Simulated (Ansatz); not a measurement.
Consider the formal exchange of groups at a C–N bond: `C[NH][GeH2][NH2]` + `NCF` → `CC(N)F` + `[NH2][GeH2][NH2]`.

Gas-phase electronic energies from Ansatz, PBE0-D4/def2-TZVP geometries. CBS: MP2 limit from def2 TZ/QZ plus the TZ coupled-cluster correction, frozen cores. Functionals use def2-TZVPP. B3LYP here is the variant with VWN-RPA as its local correlation; programs differ in this. For Ge outer-core shells are correlated without core-valence functions, which leaves a few kJ/mol of doubt a bond. Scalar relativity is left out up to krypton. One conformer a species, not always the lowest.

Is it downhill or uphill in electronic energy at CCSD(T)/CBS, and by how much? (An estimate is asked.)

Computed: Downhill: ΔE = -14.8 kcal/mol.

What do these levels give: revPBE-D4, B3LYP-D4, PBE-QIDH, BLYP, HF/def2-SVP, MP2/CBS(def2)? (Estimate.)

Ansatz gave: revPBE-D4 -13.3, B3LYP-D4 -13.4, PBE-QIDH -14.7, BLYP -13.1, HF/def2-SVP -12.5, MP2/CBS(def2) -15.1 kcal/mol.

What do rigid-rotor, harmonic-oscillator terms from PBE0-D4/def2-TZVP frequencies (298.15 K, 1 bar) make of the CCSD(T)/CBS value? (Estimate.)

Ansatz gave: ΔZPE = -0.4 kcal/mol, ΔH = -15.3 kcal/mol, ΔS = -13 J/(mol·K), ΔG = -14.4 kcal/mol.

Largest T1 diagnostic among the species: 0.011.

Leaving LDA and LC-ωPBE aside and taking each functional with its dispersion term where it has one, the values, not all of them listed here, spread over 2.7 kcal/mol, from B97M-V to BLYP-D4. LDA lies −1.1 kcal/mol from PBE without D4. At CCSD(T), def2-SVP lies +1.3 kcal/mol from the extrapolated value and def2-TZVPP +0.3 kcal/mol. From BLYP to BHLYP (50 % exact exchange), in def2-TZVPP and without D4, ΔE moves by −1.0 kcal/mol.
